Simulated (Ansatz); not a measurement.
Consider the redistribution: `BO[SiH2][GeH2][F]` + `BBr` → `[BH2][GeH2][F]` + `BO[SiH2]Br`.

Calculated with Ansatz (gas phase, PBE0-D4/def2-TZVP geometries, no zero-point term in ΔE). CCSD(T)/CBS is the MP2 limit (def2-TZVPP, def2-QZVPP) plus CCSD(T) − MP2 in def2-TZVPP, frozen cores. Functionals use def2-TZVPP. For Br, Ge outer-core shells are correlated without core-valence functions, which leaves a few kJ/mol of doubt a bond. Scalar relativity is left out up to krypton. Each species was taken in one conformer, which may not be the lowest.

```json
{"level": "PBE", "ΔE (eV)": "0.15"}
{"level": "r2SCAN", "ΔE (eV)": "0.06"}
```

Problem. What does CCSD(T)/CBS give? (An estimate is asked.)

Solution. Ansatz gave: +0.02 eV. The listed levels differ from it by 0.13, 0.04 eV.

Largest T1 diagnostic among the species: 0.013.

In def2-TZVPP, CCSD(T) changes the Hartree–Fock value by +0.14 eV (the triples alone add +0.03 eV) and MP2 by +0.12 eV. From PBE to PBE0 (25 % exact exchange), in def2-TZVPP and without D4, ΔE moves by −0.07 eV.
